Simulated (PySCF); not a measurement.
**Computed structure and properties of [Dy(H2O)4]3+**

System: [Dy(H2O)4]3+ (singlet in the valence; each metal's 4f electrons, 9 of them, lie in its core potential, out of spins and levels); start: template (D2d). Method: PySCF 2.14.0, RKS r2SCAN, Dy lcecp-1-SVP with ECP55, O def2-SVP, H def2-SVP; non-relativistic Hamiltonian with scalar-relativistic core potentials where named; density fitting; no spin-orbit coupling.

Input of the relaxation:

```python
mol = gto.M(atom='''
Dy    -0.00000     0.00000     0.00000
O      1.41310     1.41310     1.41310
H      1.75370     1.20920     2.29820
H      1.75370     2.29820     1.20920
O     -1.41310    -1.41310     1.41310
H     -1.75370    -1.20920     2.29820
H     -1.75370    -2.29820     1.20920
O      1.41310    -1.41310    -1.41310
H      1.75370    -2.29820    -1.20920
H      1.75370    -1.20920    -2.29820
O     -1.41310     1.41310    -1.41310
H     -1.75370     2.29820    -1.20920
H     -1.75370     1.20920    -2.29820''',
    basis={'Dy': 'lcecp-1-SVP', 'O': 'def2-SVP', 'H': 'def2-SVP'},
    ecp={'Dy': 'lcecp-1-SVP'},
    charge=3, spin=0)
mf = dft.RKS(mol, xc='R2SCAN')
mf.grids.atom_grid = (50, 194)  # f atoms: unpruned, at least (60, 302)
mf = mf.density_fit()  # fitting sets: Dy AutoAux, O def2-universal-JKFIT, H def2-universal-JKFIT
mf.conv_tol = 1e-08; mf.max_cycle = 55
mf.kernel(dm0)  # dm0: converged density of the start geometry
# quasi-Newton relaxation in Cartesian coordinates to a largest gradient under 0.00045 Eh/bohr, steps kept in the point group
```

Run from Python with OMP_NUM_THREADS=2; the lines above give its settings. Where DIIS fails, smearing, a level shift and second-order steps follow.
It took 3.1 min on 2 threads of Intel(R) Xeon(R) Platinum 8259CL CPU @ 2.50GHz (Skylake/Cascade Lake), on a shared host, from the converged density of the start.

Course of the relaxation:

```
step  energy above end (eV)  largest force component within the symmetry (eV/Å)
   0                 0.4774                                               1.200
   1                 0.2401                                               0.407
   2                 0.0637                                               0.392
   3                 0.0425                                               0.637
   4                -0.0001                                               0.071
   5                -0.0002                                               0.047
   6                 0.0000                                               0.002
```

Relaxed geometry (D2d):

```xyz
13

Dy    0.0000    0.0000    0.0000
O     1.3162    1.3236    1.3236
H     1.6872    1.1243    2.2159
H     1.6872    2.2159    1.1243
O    -1.3162   -1.3236    1.3236
H    -1.6872   -1.1243    2.2159
H    -1.6872   -2.2159    1.1243
O     1.3162   -1.3236   -1.3236
H     1.6872   -2.2159   -1.1243
H     1.6872   -1.1243   -2.2159
O    -1.3162    1.3236   -1.3236
H    -1.6872    2.2159   -1.1243
H    -1.6872    1.1243   -2.2159
```

```json
{"contact": "Dy1–O2 (H2O)", "Å": "2.288"}
{"contact": "Dy1–O5 (H2O)", "Å": "2.288"}
{"contact": "Dy1–O8 (H2O)", "Å": "2.288"}
{"contact": "Dy1–O11 (H2O)", "Å": "2.288"}
```

On the finer grid (75, 302):

```yaml
HOMO: -22.85 eV
LUMO: -16.17 eV
Dipole_about_the_centre_of_mass: 0.00 D
Set_of_Mulliken_populations_of_Dy1_outside_the_core_potential: s 2.17, p 6.23, d 0.81, f 0.04
D3_BJ_dispersion_energy_not_in_the_energies: -0.059 eV
```

```
atom  Mulliken (e)  Löwdin (e)  spin (e)
 Dy1          1.74        1.31      0.00
  O2         -0.34        0.01      0.00
  H3          0.33        0.20      0.00
  H4          0.33        0.20      0.00
  O5         -0.34        0.01      0.00
  H6          0.33        0.20      0.00
  H7          0.33        0.20      0.00
  O8         -0.34        0.01      0.00
  H9          0.33        0.20      0.00
 H10          0.33        0.20      0.00
 O11         -0.34        0.01      0.00
 H12          0.33        0.20      0.00
 H13          0.33        0.20      0.00
```

The 4f levels lie in the core potential and are missing. Their spin isn't counted.

No frequency check is given for this geometry.

Taking off one H2O (charge 0, singlet; the rest: singlet) in vacuum, both parts rigid, costs 3.44 eV; the small basis without counterpoise inflates it. Parting with an electron moved from the ligand to the metal can be far cheaper, even downhill.

Rigid scan of H2O along the line from its metal:

distance to O2 (Å), energy (eV) and a bar:
```
     1.99      0.615 ##############################
     2.09      0.226 ###########
     2.19      0.045 ##
     2.29      0.000 
     2.39      0.045 ##
     2.49      0.148 #######
```

One start shape was tried, so this needn't be the lowest isomer.

An lcecp potential fixes the number of 4f electrons, so in runs with it no electron can move into or out of that shell.
